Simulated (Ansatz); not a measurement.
ClH5O2Si2, SMILES `O[SiH2][SiH](O)Cl`, relaxed with RKS PBE0-D4/def2-TZVP in Ansatz 0.2.0 from a GFN2-xTB geometry. The force threshold is 0.005 eV/Å; the program also tests the step.

The species carries charge 0 and has multiplicity 1.

Start:

```xyz
10

O    -1.525   -1.224   -0.906
Si   -0.779    0.223   -0.872
Si    0.572   -0.010    0.959
O     2.063    0.175    0.336
Cl    0.311    1.472    2.348
H    -2.161   -1.456   -1.577
H    -1.788    1.291   -0.785
H    -0.082    0.445   -2.146
H     0.545   -1.229    1.775
H     2.844    0.314    0.868
```

**Question.** By how much does the energy fall, and how many steps does the optimiser take? (An estimate is asked.)

**Answer.** Ansatz gave: 18.51 kJ/mol, in 23 steps, 2 of them rejected.

**Question.** Which bonds change most? (An estimate is asked.)

**Answer.** Ansatz gave: Si2–Si3 from 2.288 to 2.338 Å; O1–Si2 from 1.628 to 1.651 Å; Si3–Cl5 from 2.048 to 2.071 Å; Si2–H8 from 1.469 to 1.490 Å.

**Question.** Give the relaxed structure. (An estimate is asked.)

**Answer.** Ansatz gave: 
```xyz
10

O    -1.131   -1.358   -1.298
Si   -0.944    0.190   -0.755
Si    0.628    0.142    0.974
O     2.085   -0.260    0.340
Cl    0.673    2.058    1.757
H    -1.729   -1.511   -2.030
H    -2.222    0.741   -0.219
H    -0.476    1.107   -1.832
H     0.289   -0.735    2.124
H     2.826   -0.373    0.938
```
